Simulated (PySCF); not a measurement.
# Correlation energy of Os (osmium, neutral)

[Xe] 4f14 5d7 6s1, high-spin 5F determinant (an excited configuration). Calculation: PySCF 2.14, in x2c-TZVPPall with one added diffuse shell each of s, p, d, f type (12s8p8d4f1g, 113 functions); the spin-free X2C one-electron Hamiltonian (Gaussian nucleus). Frozen: [Xe] 4f14; 8 electrons correlated.

MP2 pair energies summed by pair of shells (mhartree):

| pair | energy | share (%) |
| --- | --- | --- |
| 5d-5d | -142.04 | 80.0 |
| 5d-6s | -35.43 | 20.0 |

Total MP2 correlation energy: -177.47 mhartree.

Same-spin part -75.48 and opposite-spin part -101.99 mhartree; SCS-MP2 scales them by 1/3 and 6/5 to -147.54 mhartree.
